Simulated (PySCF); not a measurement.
# Bonding in `[SiH3]N[C@H]1C=COCC1`

C5H11NOSi.
Numbering: `[SiH3:1][NH:2][C@H:3]1[CH:4]=[CH:5][O:6][CH2:7][CH2:8]1` (hydrogens: H9, H10, H11 on Si1; H12 on N2; H13 on C3; H14 on C4; H15 on C5; H16, H17 on C7; H18, H19 on C8)

Geometry (GFN2-xTB, Å), atoms numbered from 1 in this order:
```
atom  x, y, z in Å
Si1    2.8627   -0.4686    0.1543
N2     1.4773    0.4045   -0.3612
C3     0.1904    0.3094    0.2861
C4    -0.6489    1.5159   -0.0374
C5    -1.9534    1.4283   -0.2616
O6    -2.7049    0.3030   -0.1651
C7    -2.0333   -0.8211    0.3742
C8    -0.6014   -0.9402   -0.1334
H9     2.7890   -1.9325    0.0008
H10    3.9438    0.0575   -0.6734
H11    3.0147   -0.1679    1.5781
H12    1.3775    0.5971   -1.3473
H13    0.3874    0.2645    1.3655
H14   -0.1386    2.4593   -0.1291
H15   -2.5638    2.2734   -0.5467
H16   -2.6323   -1.6886    0.0857
H17   -2.0302   -0.7406    1.4703
H18   -0.6095   -1.0023   -1.2244
H19   -0.1362   -1.8419    0.2639
```

Bond orders from the PBE0/pcSseg-1 density (PySCF). The structure is a single GFN2-xTB conformer in the gas phase; no vibrational or solvent corrections.

Question: How far do the computed orders between heavy atoms stray from the drawn ones?

Answer: The largest departure is 0.197, at C4–C5 (drawn double, 1.803).

Question: Give the Mayer order of every bond, beside its length.

Answer: 
| bond | drawn as | length (Å) | Mayer order |
| --- | --- | --- | --- |
| Si1–N2 | single | 1.717 | 1.011 |
| N2–C3 | single | 1.444 | 0.927 |
| C3–C4 | single | 1.505 | 1.013 |
| C4–C5 | double | 1.327 | 1.803 |
| C5–O6 | single | 1.357 | 1.046 |
| O6–C7 | single | 1.416 | 0.888 |
| C7–C8 | single | 1.524 | 1.044 |
| C8–C3 | single | 1.538 | 1.002 |
| Si1–H9 | single | 1.474 | 0.887 |
| Si1–H10 | single | 1.460 | 0.948 |
| Si1–H11 | single | 1.463 | 0.934 |
| N2–H12 | single | 1.010 | 0.928 |
| C3–H13 | single | 1.098 | 0.923 |
| C4–H14 | single | 1.076 | 0.969 |
| C5–H15 | single | 1.081 | 0.973 |
| C7–H16 | single | 1.093 | 0.956 |
| C7–H17 | single | 1.099 | 0.943 |
| C8–H18 | single | 1.093 | 0.938 |
| C8–H19 | single | 1.090 | 0.940 |

Bonds between the same two heavy elements. C–C: lowest C8–C3 (1.002, 1.538 Å), highest C4–C5 (1.803, 1.327 Å); in 1 of the 6 pairs the longer bond (by over 0.003 Å) has the higher order (by 0.02 or more). C–O: lowest O6–C7 (0.888, 1.416 Å), highest C5–O6 (1.046, 1.357 Å).

Question: Sum the orders of all bonds at each heavy atom with more than one neighbour and set the sums beside the valence in the SMILES.

Answer: Si1 3.780 (drawn 4), N2 2.866 (drawn 3), C3 3.865 (drawn 4), C4 3.785 (drawn 4), C5 3.822 (drawn 4), O6 1.934 (drawn 2), C7 3.831 (drawn 4), C8 3.924 (drawn 4). Orders between atoms that aren't bonded are not in these sums.

Mayer orders depend on the basis set.
